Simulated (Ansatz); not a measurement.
A structure relaxed at r2SCAN-D4/def2-SVPD in Ansatz, charge -1, singlet:

```xyz
6

Ge    0.751    0.127   -0.762
Ge    1.106   -1.301    1.178
Ge   -1.676    0.216   -0.466
F     0.160   -2.728    0.520
F     1.591    1.698   -0.355
F    -1.933    1.988   -0.114
```

Task: Give its formula.

Result: Ge3F3⁻.

Task: Summarise the bond lengths by kind (pairs closer than 1.2 times the sum of covalent radii, bridged metal pairs left out).

Result: 3 × F–Ge 1.83 Å; 2 × Ge–Ge 2.44 to 2.45 Å.

The restricted singlet is unstable towards broken spin symmetry in Hartree–Fock (as tested in another run); at r2SCAN-D4/def2-SVPD this wasn't settled. The structure comes from a short search, and lower isomers may exist.
